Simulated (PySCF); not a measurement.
Compound: C7H10N2Si.
Atom-mapped SMILES: `[H]/[N:1]=[CH:2]\[c:3]1[cH:4][cH:5][cH:6][c:7]([NH:8][SiH3:9])[cH:10]1`

Cartesian coordinates in Å at the GFN2-xTB level; atoms count from 1:
```xyz
20
C7H10N2Si angstrom
N     -2.101   -2.667   -0.720
C     -2.403   -1.474   -0.450
C     -1.533   -0.308   -0.259
C     -2.109    0.923    0.056
C     -1.304    2.030    0.248
C      0.069    1.927    0.134
C      0.668    0.704   -0.182
N      2.036    0.610   -0.289
Si     3.003   -0.777   -0.669
C     -0.150   -0.404   -0.379
H     -1.102   -2.845   -0.823
H     -3.467   -1.275   -0.338
H     -3.182    1.006    0.148
H     -1.747    2.985    0.491
H      0.692    2.797    0.289
H      2.500    1.488   -0.113
H      2.675   -1.265   -2.011
H      2.775   -1.835    0.319
H      4.364   -0.258   -0.598
H      0.311   -1.349   -0.627
```

NICS = −σ at a ghost point: NICS(0) at the centroid of the ring atoms, NICS(1) 1 Å to either side along the normal of their mean plane, zz for the tensor component along that normal. Level: GIAO PBE0/pcSseg-1 (PySCF, non-relativistic, gas phase) on the GFN2-xTB geometry, one conformer.

Ring bond lengths (Å), with Mayer bond orders in brackets: C3–C4 1.396 (1.37), C4–C5 1.382 (1.42), C5–C6 1.382 (1.48), C6–C7 1.398 (1.33), C7–C10 1.392 (1.38), C10–C3 1.391 (1.39).

**Question.** What do the NICS probes read (ppm)?

**Answer.** 
```tsv
ring	type	NICS(0)	NICS(1), two faces	NICS(1)zz, two faces	rms pucker (Å)	centre to ring atoms, mean (Å)
C3–C4–C5–C6–C7–C10	6-membered carbocycle; formal bonds all aromatic	-8.1	-10.3 / -10.3	-24.3 / -24.2	0.00	1.39
```

**Question.** What can be read from them?

**Answer.** 
- C3–C4–C5–C6–C7–C10: mean NICS(1)zz -24.2 ppm, shielded. For a flat ring without four-coordinate atoms the NICS criterion counts such a value as aromatic.

**Question.** What does the geometric index give? HOMA = 1 − mean of α(R − Ropt)² over the ring bonds, with Krygowski's 1993 parameters (CC: Ropt 1.388 Å, α 257.7 Å⁻²).

**Answer.** 
- C3–C4–C5–C6–C7–C10: HOMA 0.99 = 1 − EN − GEO, with mean bond length 1.390 Å, EN = α(Ropt − mean)² = 0.001 and GEO = α × variance = 0.010. The geometric and the magnetic index point the same way.
